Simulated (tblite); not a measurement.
A geometry optimisation, step by step.

Compound: t-butyl iodide, C4H9I.
Bonds: C1–C2, C2–C3, C2–C4, C2–I5. Hydrogens: H6, H7, H8 on C1; H9, H10, H11 on C3; H12, H13, H14 on C4.

Computed with GFN2-xTB (tblite), gas phase: L-BFGS steps from a force-field or distance-geometry start until the largest atomic force falls under 0.01 eV/Å. 13 of its 19 geometries are shown.

Step 0: E = -461.8519 eV, largest atomic force 0.765 eV/Å
```
atom  x, y, z in Å  |  force x, y, z in eV/Å
C1     -0.250    1.360   -0.464   -0.383   0.556   0.051
C2     -0.032    0.075    0.319    0.481  -0.385  -0.453
C3      1.389   -0.481    0.070   -0.360   0.115  -0.039
C4     -1.089   -0.969   -0.035   -0.133  -0.428   0.524
I5     -0.203    0.530    2.478   -0.007  -0.015  -0.143
H6     -1.258    1.780   -0.273    0.516  -0.254  -0.038
H7     -0.180    1.181   -1.544    0.060  -0.101   0.272
H8      0.485    2.136   -0.201   -0.214  -0.343  -0.054
H9      2.158    0.248    0.337   -0.180  -0.062  -0.016
H10     1.566   -1.391    0.646   -0.084   0.131  -0.061
H11     1.508   -0.723   -0.996   -0.101   0.084   0.280
H12    -2.105   -0.612    0.177    0.284   0.047  -0.102
H13    -0.956   -1.899    0.557    0.049   0.530  -0.337
H14    -1.033   -1.238   -1.093    0.071   0.125   0.114
```

Step 2: E = -461.8855 eV, largest atomic force 0.194 eV/Å
```
atom  x, y, z in Å  |  force x, y, z in eV/Å
C1     -0.257    1.368   -0.463    0.065  -0.182   0.016
C2     -0.023    0.067    0.306   -0.073   0.013  -0.106
C3      1.381   -0.478    0.069   -0.033   0.004  -0.009
C4     -1.090   -0.976   -0.026    0.081   0.121  -0.065
I5     -0.203    0.530    2.473    0.011  -0.015  -0.122
H6     -1.248    1.774   -0.273   -0.017  -0.041   0.071
H7     -0.178    1.179   -1.536    0.030  -0.054   0.062
H8      0.480    2.127   -0.202   -0.010  -0.082   0.034
H9      2.151    0.246    0.336   -0.134   0.010   0.003
H10     1.563   -1.387    0.644   -0.089   0.065  -0.017
H11     1.505   -0.721   -0.988   -0.055   0.021   0.027
H12    -2.097   -0.610    0.175    0.094   0.096  -0.007
H13    -0.954   -1.887    0.550    0.099  -0.009   0.030
H14    -1.032   -1.234   -1.087    0.032   0.052   0.085
```

Step 3: E = -461.8892 eV, largest atomic force 0.137 eV/Å
```
atom  x, y, z in Å  |  force x, y, z in eV/Å
C1     -0.256    1.365   -0.463    0.040  -0.130   0.017
C2     -0.024    0.066    0.301   -0.067   0.046   0.058
C3      1.379   -0.477    0.069   -0.016  -0.004  -0.017
C4     -1.088   -0.974   -0.026    0.056   0.081  -0.046
I5     -0.202    0.529    2.469    0.008  -0.009  -0.093
H6     -1.246    1.772   -0.271   -0.051  -0.035   0.068
H7     -0.177    1.177   -1.533    0.026  -0.056  -0.042
H8      0.479    2.123   -0.201    0.035  -0.042   0.049
H9      2.147    0.246    0.336   -0.083   0.055   0.018
H10     1.560   -1.384    0.643   -0.079   0.009   0.017
H11     1.503   -0.720   -0.986   -0.031  -0.003  -0.059
H12    -2.093   -0.607    0.174    0.041   0.102   0.010
H13    -0.951   -1.885    0.549    0.092  -0.028   0.048
H14    -1.030   -1.232   -1.084    0.029   0.015  -0.028
```

Step 4: E = -461.8915 eV, largest atomic force 0.138 eV/Å
```
atom  x, y, z in Å  |  force x, y, z in eV/Å
C1     -0.256    1.361   -0.462    0.002  -0.028  -0.004
C2     -0.024    0.066    0.298   -0.022   0.033   0.132
C3      1.377   -0.477    0.068   -0.007  -0.005  -0.022
C4     -1.086   -0.972   -0.027    0.012   0.009  -0.016
I5     -0.202    0.529    2.465    0.004  -0.001  -0.048
H6     -1.245    1.770   -0.269   -0.041  -0.040   0.051
H7     -0.176    1.175   -1.531    0.019  -0.054  -0.075
H8      0.478    2.120   -0.200    0.048  -0.031   0.048
H9      2.142    0.247    0.337   -0.048   0.073   0.021
H10     1.557   -1.383    0.643   -0.065  -0.023   0.032
H11     1.501   -0.719   -0.986   -0.019  -0.012  -0.088
H12    -2.090   -0.603    0.174    0.014   0.090   0.016
H13    -0.947   -1.884    0.550    0.074  -0.007   0.036
H14    -1.029   -1.230   -1.082    0.027  -0.002  -0.083
```

Step 6: E = -461.8949 eV, largest atomic force 0.079 eV/Å
```
atom  x, y, z in Å  |  force x, y, z in eV/Å
C1     -0.256    1.357   -0.462   -0.024   0.072  -0.021
C2     -0.025    0.066    0.301    0.032  -0.011   0.044
C3      1.373   -0.477    0.066    0.014  -0.006  -0.010
C4     -1.083   -0.970   -0.028   -0.031  -0.053   0.007
I5     -0.201    0.528    2.457   -0.004   0.019   0.059
H6     -1.246    1.764   -0.263   -0.005  -0.031  -0.002
H7     -0.174    1.168   -1.532   -0.003  -0.028  -0.025
H8      0.480    2.113   -0.195    0.031  -0.013   0.016
H9      2.133    0.252    0.338   -0.002   0.041   0.003
H10     1.549   -1.381    0.644   -0.021  -0.029   0.013
H11     1.497   -0.719   -0.989   -0.012  -0.002  -0.036
H12    -2.084   -0.593    0.174   -0.005   0.022   0.011
H13    -0.938   -1.882    0.551    0.012   0.022  -0.003
H14    -1.026   -1.227   -1.084    0.017  -0.003  -0.056
```

Step 8: E = -461.8955 eV, largest atomic force 0.047 eV/Å
```
atom  x, y, z in Å  |  force x, y, z in eV/Å
C1     -0.256    1.357   -0.463    0.006  -0.003   0.003
C2     -0.025    0.066    0.302    0.001  -0.004  -0.027
C3      1.373   -0.477    0.065    0.003   0.000   0.002
C4     -1.084   -0.971   -0.028    0.003   0.005  -0.009
I5     -0.201    0.529    2.458   -0.002   0.014   0.045
H6     -1.246    1.762   -0.262   -0.003  -0.011  -0.010
H7     -0.173    1.166   -1.533   -0.007  -0.009   0.012
H8      0.482    2.111   -0.194    0.010  -0.005  -0.001
H9      2.131    0.255    0.338   -0.003   0.006  -0.008
H10     1.546   -1.382    0.645   -0.004  -0.004  -0.008
H11     1.496   -0.719   -0.991   -0.010   0.006   0.007
H12    -2.083   -0.591    0.175    0.003  -0.004   0.000
H13    -0.936   -1.881    0.551   -0.004   0.003  -0.006
H14    -1.024   -1.227   -1.086    0.007   0.006   0.000
```

Step 9: E = -461.8956 eV, largest atomic force 0.024 eV/Å
```
atom  x, y, z in Å  |  force x, y, z in eV/Å
C1     -0.256    1.358   -0.463    0.010  -0.019   0.008
C2     -0.025    0.066    0.302   -0.006   0.002  -0.014
C3      1.373   -0.477    0.065   -0.003   0.003   0.004
C4     -1.084   -0.971   -0.028    0.010   0.017  -0.008
I5     -0.201    0.530    2.459   -0.001   0.008   0.023
H6     -1.246    1.761   -0.262   -0.001  -0.006  -0.009
H7     -0.173    1.166   -1.533   -0.005  -0.005   0.011
H8      0.482    2.111   -0.194    0.004  -0.004  -0.004
H9      2.131    0.255    0.338   -0.004  -0.001  -0.008
H10     1.546   -1.382    0.645   -0.001   0.002  -0.010
H11     1.495   -0.719   -0.991   -0.007   0.005   0.009
H12    -2.083   -0.591    0.175    0.004  -0.006  -0.003
H13    -0.936   -1.881    0.551   -0.004  -0.002  -0.005
H14    -1.024   -1.227   -1.087    0.004   0.006   0.007
```

Step 10: E = -461.8956 eV, largest atomic force 0.021 eV/Å
```
atom  x, y, z in Å  |  force x, y, z in eV/Å
C1     -0.256    1.358   -0.463    0.007  -0.018   0.007
C2     -0.025    0.066    0.302   -0.006   0.005   0.007
C3      1.373   -0.477    0.065   -0.006   0.004   0.003
C4     -1.084   -0.971   -0.029    0.009   0.014  -0.003
I5     -0.202    0.530    2.461    0.000   0.004   0.005
H6     -1.247    1.761   -0.263    0.001  -0.003  -0.006
H7     -0.174    1.165   -1.533   -0.002  -0.004   0.007
H8      0.483    2.111   -0.194    0.001  -0.003  -0.005
H9      2.131    0.256    0.338   -0.002  -0.004  -0.007
H10     1.546   -1.382    0.645    0.002   0.003  -0.009
H11     1.495   -0.718   -0.991   -0.005   0.004   0.006
H12    -2.083   -0.591    0.175    0.003  -0.005  -0.004
H13    -0.936   -1.880    0.551   -0.004  -0.002  -0.006
H14    -1.024   -1.227   -1.087    0.002   0.005   0.006
```

Step 12: E = -461.8957 eV, largest atomic force 0.021 eV/Å
```
atom  x, y, z in Å  |  force x, y, z in eV/Å
C1     -0.255    1.357   -0.462   -0.002   0.002   0.001
C2     -0.025    0.066    0.302    0.001   0.002   0.021
C3      1.373   -0.477    0.066   -0.003   0.002   0.001
C4     -1.083   -0.971   -0.029   -0.001  -0.002   0.005
I5     -0.202    0.531    2.462    0.001   0.000  -0.007
H6     -1.246    1.760   -0.263    0.003   0.000  -0.002
H7     -0.174    1.164   -1.532    0.002  -0.006   0.000
H8      0.483    2.110   -0.194   -0.001  -0.002  -0.004
H9      2.130    0.256    0.337    0.002  -0.001  -0.002
H10     1.546   -1.382    0.644    0.004   0.000  -0.003
H11     1.494   -0.718   -0.991   -0.005   0.003  -0.001
H12    -2.083   -0.591    0.174   -0.002  -0.001  -0.004
H13    -0.936   -1.880    0.551   -0.002  -0.001  -0.005
H14    -1.023   -1.226   -1.087    0.003   0.006  -0.001
```

Step 14: E = -461.8957 eV, largest atomic force 0.011 eV/Å
```
atom  x, y, z in Å  |  force x, y, z in eV/Å
C1     -0.255    1.357   -0.462   -0.005   0.008  -0.003
C2     -0.025    0.066    0.304    0.002  -0.003   0.002
C3      1.373   -0.476    0.066    0.003  -0.001   0.000
C4     -1.083   -0.970   -0.029   -0.006  -0.008   0.005
I5     -0.202    0.531    2.463    0.000   0.000  -0.004
H6     -1.246    1.760   -0.264   -0.001   0.004   0.002
H7     -0.174    1.163   -1.532    0.004  -0.010   0.000
H8      0.484    2.110   -0.194    0.000   0.002  -0.001
H9      2.130    0.256    0.337    0.005   0.002   0.002
H10     1.546   -1.382    0.643    0.005  -0.003   0.003
H11     1.493   -0.718   -0.991   -0.008   0.004  -0.003
H12    -2.083   -0.591    0.174   -0.006   0.002  -0.002
H13    -0.936   -1.880    0.550    0.000  -0.005  -0.001
H14    -1.022   -1.225   -1.087    0.006   0.008  -0.001
```

Step 15: E = -461.8958 eV, largest atomic force 0.011 eV/Å
```
atom  x, y, z in Å  |  force x, y, z in eV/Å
C1     -0.255    1.356   -0.462   -0.002   0.004  -0.002
C2     -0.025    0.066    0.304    0.001  -0.003  -0.010
C3      1.373   -0.476    0.066    0.005  -0.002   0.000
C4     -1.083   -0.970   -0.028   -0.005  -0.004   0.002
I5     -0.202    0.531    2.463    0.000   0.000  -0.001
H6     -1.246    1.759   -0.264   -0.003   0.006   0.003
H7     -0.174    1.163   -1.532    0.004  -0.010   0.001
H8      0.484    2.109   -0.195    0.000   0.003  -0.001
H9      2.131    0.256    0.337    0.004   0.001   0.003
H10     1.546   -1.382    0.643    0.004  -0.002   0.004
H11     1.493   -0.717   -0.991   -0.008   0.004  -0.002
H12    -2.083   -0.591    0.174   -0.005   0.002   0.000
H13    -0.937   -1.881    0.549    0.000  -0.006   0.002
H14    -1.022   -1.224   -1.087    0.006   0.008   0.001
```

Step 16: E = -461.8958 eV, largest atomic force 0.017 eV/Å
```
atom  x, y, z in Å  |  force x, y, z in eV/Å
C1     -0.255    1.356   -0.462    0.000  -0.002  -0.001
C2     -0.025    0.066    0.305   -0.002  -0.003  -0.017
C3      1.373   -0.476    0.066    0.004  -0.002   0.000
C4     -1.083   -0.970   -0.028   -0.001   0.001  -0.001
I5     -0.202    0.532    2.463    0.000   0.000   0.002
H6     -1.246    1.760   -0.264   -0.003   0.006   0.004
H7     -0.174    1.162   -1.532    0.003  -0.008   0.002
H8      0.484    2.109   -0.195   -0.001   0.003   0.000
H9      2.131    0.256    0.336    0.001   0.000   0.003
H10     1.546   -1.383    0.643    0.003   0.000   0.003
H11     1.492   -0.717   -0.991   -0.007   0.003  -0.001
H12    -2.083   -0.591    0.173   -0.003   0.001   0.002
H13    -0.937   -1.881    0.549    0.000  -0.006   0.003
H14    -1.021   -1.224   -1.087    0.005   0.007   0.002
```

Step 18: E = -461.8958 eV, largest atomic force 0.005 eV/Å
```
atom  x, y, z in Å  |  force x, y, z in eV/Å
C1     -0.255    1.356   -0.462    0.002  -0.005   0.000
C2     -0.025    0.066    0.306   -0.002   0.000  -0.005
C3      1.373   -0.476    0.066    0.000   0.000  -0.001
C4     -1.083   -0.970   -0.028    0.002   0.003  -0.003
I5     -0.202    0.532    2.463    0.000   0.000   0.003
H6     -1.246    1.760   -0.264    0.001   0.003   0.001
H7     -0.173    1.160   -1.531    0.000  -0.002   0.000
H8      0.484    2.109   -0.196   -0.002   0.001   0.000
H9      2.131    0.256    0.336   -0.002  -0.002   0.002
H10     1.547   -1.383    0.643    0.001   0.002   0.001
H11     1.490   -0.716   -0.991   -0.001   0.000  -0.001
H12    -2.083   -0.591    0.173    0.002  -0.001   0.003
H13    -0.937   -1.882    0.549   -0.001   0.000   0.001
H14    -1.020   -1.222   -1.087    0.000   0.001   0.000
```

Problem. Summarise the path.

Solution. The energy falls by 4.23 kJ/mol from step 0 to step 18; nine tenths of that is first reached at step 4. It falls at every step. The largest force goes from 0.765 to 0.005 eV/Å. Among the bonds C2–C3 changes most, from 1.546 to 1.518 Å; the atoms move by 0.022 Å rms after alignment.

The cost below is that of the whole relaxation. The run took under 0.1 s wall on Arm Neoverse V2, one thread, shared host.
